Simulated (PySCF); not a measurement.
**PtF: energy against distance**

Set-up: basis Pt def2-TZVPP with ECP60, F def2-TZVPP; scalar-relativistic core potentials; PySCF 2.14. Energies in eV from Pt (5d9 6s1) + F in their ground configurations at the same level. State: ²Σ⁺ (doublet), unpaired electrons σ ↑.

All columns are ωB97M-V. A positive dipole means Pt(−)F(+).

```tsv
R (Å)	E (eV)	μ (D)	Mulliken charge on Pt (basis-dependent)	HOMO (eV)	LUMO (eV)	Mayer bond order	⟨S²⟩
1.628	-2.233	-2.23	0.33	-9.30	-2.05	1.02	0.75
1.704	-3.039	-2.77	0.36	-9.52	-2.07	0.98	0.75
1.779	-3.474	-3.27	0.39	-9.70	-2.09	0.94	0.75
1.836	-3.629	-3.63	0.41	-9.82	-2.11	0.91	0.75
1.893	-3.681	-3.96	0.44	-9.92	-2.14	0.88	0.75
1.950	-3.657	-4.28	0.46	-10.01	-2.17	0.85	0.75
2.026	-3.541	-4.68	0.49	-10.13	-2.23	0.82	0.75
2.120	-3.310	-5.14	0.52	-10.25	-2.32	0.78	0.75
2.234	-2.963	-5.67	0.54	-10.38	-2.43	0.75	0.75
2.385	-2.456	-6.31	0.56	-10.44	-2.61	0.72	0.75
```

A fit through these points gives, at Re = 1.901 Å, μ = -4.00 D and dμ/dR = -5.68 D/Å; the reduced mass is 17.31 u.

**Question.** How strong is the fundamental in the double-harmonic approximation, I = 42.26·(dμ/dR)²/μred km/mol?

**Answer.** I = 42.26·(-5.68)²/17.31 = 78.8 km/mol at ωB97M-V.

The metal atom is held in its measured ground configuration; semilocal functionals can put another filling of s and d lower by some tenths of an eV, and De to that atom would be smaller. These are scalar-relativistic numbers at best; spin–orbit coupling would shift them, the dissociation energy most. With d or f electrons several states lie close, and the lowest PBE0 determinant need not be the measured ground state.
